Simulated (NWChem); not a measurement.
Program: NWChem. System: MoO3, charge 0, spin multiplicity 1, at a geometry optimised with B3LYP/def2-SVP with def2 effective core potentials on Mo. The structure started from a generated list of species. Level: RHF/def2-TZVP with def2 effective core potentials on Mo.

Output (cleaned and shortened):

```
             Northwest Computational Chemistry Package (NWChem) 7.3.0
             --------------------------------------------------------

                                NWChem Input Module
                                -------------------

 Scaling coordinates for geometry "geometry" by  1.889725989
 (inverse scale =  0.529177249)

 Turning off AUTOSYM since
 SYMMETRY directive was detected!

                             Geometry "geometry" -> ""
                             -------------------------

 Output coordinates in angstroms (scale by  1.889725989 to convert to a.u.)

  No.       Tag          Charge          X              Y              Z
 ---- ---------------- ---------- -------------- -------------- --------------
    1 Mo                  42.0000     0.14382700     0.13740300     0.00000000
    2 O                    8.0000     0.30549500    -0.82369200     1.39710300
    3 O                    8.0000     0.30549500    -0.82369200    -1.39710300
    4 O                    8.0000    -1.36608000     0.92601800     0.00000000

 Effective nuclear repulsion energy (a.u.)     349.4975910818

            Nuclear Dipole moment (a.u.)
            ----------------------------
        X                 Y               Z
 ---------------- ---------------- ----------------
     0.0000264562    -0.0000037795     0.0000000000

      Symmetry information
      --------------------

 Group name             Cs
 Group number              2
 Group order               2
 No. of unique centers     3

      Symmetry unique atoms

     1    2    4


 Summary of "ao basis" -> "" (spherical)
 ------------------------------------------------------------------------------
       Tag                 Description            Shells   Functions and Types
 ---------------- ------------------------------  ------  ---------------------
 *                         def2-tzvp                  on all atoms

 Summary of "ao basis" -> "ao basis" (spherical)
 ------------------------------------------------------------------------------
       Tag                 Description            Shells   Functions and Types
 ---------------- ------------------------------  ------  ---------------------
 Mo                        def2-tzvp                14       40   6s4p3d1f
 O                         def2-tzvp                11       31   5s3p2d1f

                                 NWChem SCF Module
                                 -----------------
[...]
    50      0.245927  2 O  py                81     -0.245927  3 O  py
   110      0.219897  4 O  pz                 9     -0.217728  1 Mo pz
   113      0.208695  4 O  pz                53      0.171563  2 O  py
    84     -0.171563  3 O  py

 Vector   19  Occ=2.000000D+00  E=-4.807489D-01  Symmetry=a'
              MO Center= -2.6D-01, -2.4D-01, -1.2D-14, r^2= 3.2D+00
   Bfn.  Coefficient  Atom+Function         Bfn.  Coefficient  Atom+Function
  ----- ------------  ---------------      ----- ------------  ---------------
     3      0.277363  1 Mo s                109      0.232592  4 O  py
   112      0.224340  4 O  py                48      0.189848  2 O  pz
    79     -0.189848  3 O  pz                51      0.184431  2 O  pz
    82     -0.184431  3 O  pz                46      0.153281  2 O  px
    77      0.153281  3 O  px               115      0.152170  4 O  py

 Vector   20  Occ=0.000000D+00  E=-7.887223D-02  Symmetry=a'
              MO Center=  8.8D-01,  8.4D-01, -5.4D-13, r^2= 2.9D+00
   Bfn.  Coefficient  Atom+Function         Bfn.  Coefficient  Atom+Function
  ----- ------------  ---------------      ----- ------------  ---------------
     6      0.441352  1 Mo s                 19      0.265347  1 Mo d -2
    13      0.237546  1 Mo px                14      0.226937  1 Mo py
     3     -0.223405  1 Mo s                 29      0.210769  1 Mo d -2
    24      0.187617  1 Mo d -2              16      0.163924  1 Mo px
    17      0.156604  1 Mo py                 4     -0.153375  1 Mo s

 Vector   21  Occ=0.000000D+00  E= 2.835309D-02  Symmetry=a'
              MO Center=  8.7D-02,  2.9D-01, -2.7D-10, r^2= 2.8D+00
   Bfn.  Coefficient  Atom+Function         Bfn.  Coefficient  Atom+Function
  ----- ------------  ---------------      ----- ------------  ---------------
    23      0.430510  1 Mo d  2             115      0.363821  4 O  py
    33      0.361580  1 Mo d  2              28      0.307729  1 Mo d  2
   109      0.218690  4 O  py               112      0.194915  4 O  py
    17     -0.182370  1 Mo py                16      0.174228  1 Mo px

 Vector   22  Occ=0.000000D+00  E= 2.835349D-02  Symmetry=a"
              MO Center=  3.0D-01,  7.3D-02,  2.6D-10, r^2= 2.8D+00
   Bfn.  Coefficient  Atom+Function         Bfn.  Coefficient  Atom+Function
  ----- ------------  ---------------      ----- ------------  ---------------
    22      0.408184  1 Mo d  1              27      0.287546  1 Mo d  1
    32      0.263693  1 Mo d  1              52      0.263831  2 O  px
    83     -0.263831  3 O  px                18     -0.252220  1 Mo pz
    30     -0.247870  1 Mo d -1              20     -0.191873  1 Mo d -1
    54      0.168503  2 O  pz                85      0.168503  3 O  pz

 center of mass
 --------------
 x =   0.02595610 y =   0.02479638 z =   0.00000000

 moments of inertia (a.u.)
 ------------------
         355.977950716766          94.186732905815           0.000000000000
          94.186732905815         347.369606679764           0.000000000000
           0.000000000000           0.000000000000         257.387139197586

  Mulliken analysis of the total density
  --------------------------------------

    Atom       Charge   Shell Charges
 -----------   ------   -------------------------------------------------------
    1 Mo  14    11.89   0.02 -0.40  1.62  0.80  0.07 -0.00  5.36  0.67  0.18  0.02  1.65  1.50  0.28  0.12
    2 O    8     8.70   0.79  1.18  0.59  0.99  0.40  1.76  2.02  0.94  0.00  0.03  0.00
    3 O    8     8.70   0.79  1.18  0.59  0.99  0.40  1.76  2.02  0.94  0.00  0.03  0.00
    4 O    8     8.70   0.79  1.18  0.59  0.99  0.40  1.76  2.02  0.94  0.00  0.03  0.00

       Multipole analysis of the density wrt the origin
       ------------------------------------------------

     L   x y z        total         open         nuclear
     -   - - -        -----         ----         -------
     0   0 0 0     -0.000000      0.000000     38.000000

     1   1 0 0      1.652889      0.000000     -7.610195
     1   0 1 0      1.579077      0.000000     -7.270316
     1   0 0 1      0.000000      0.000000      0.000000

     2   2 0 0    -28.237799      0.000000     59.680479
     2   1 1 0      4.940956      0.000000    -49.529185
     2   1 0 1     -0.000000      0.000000      0.000000
     2   0 2 0    -28.689412      0.000000     64.207326
     2   0 1 1      0.000000      0.000000      0.000000
     2   0 0 2    -33.409789      0.000000    111.525584

 Task  times  cpu:        7.1s     wall:        7.1s

 Total times  cpu:        7.1s     wall:        7.1s
```

### Question
Write an NWChem input that would produce this output.

### Answer
This is not unique; one that fits is 
```
start mol
memory heap 200 mb stack 900 mb global 1100 mb
geometry units angstroms nocenter noautoz
  Mo     0.143827     0.137403     0.000000
  O      0.305495    -0.823692     1.397103
  O      0.305495    -0.823692    -1.397103
  O     -1.366080     0.926018     0.000000
  symmetry group Cs
end
basis spherical
  * library def2-tzvp
end
ecp
  Mo library def2-ecp
end
scf
  rhf
  nopen 0
  maxiter 100
  thresh 1e-7
  semidirect memsize 60000000 filesize 0
end
task scf energy
```
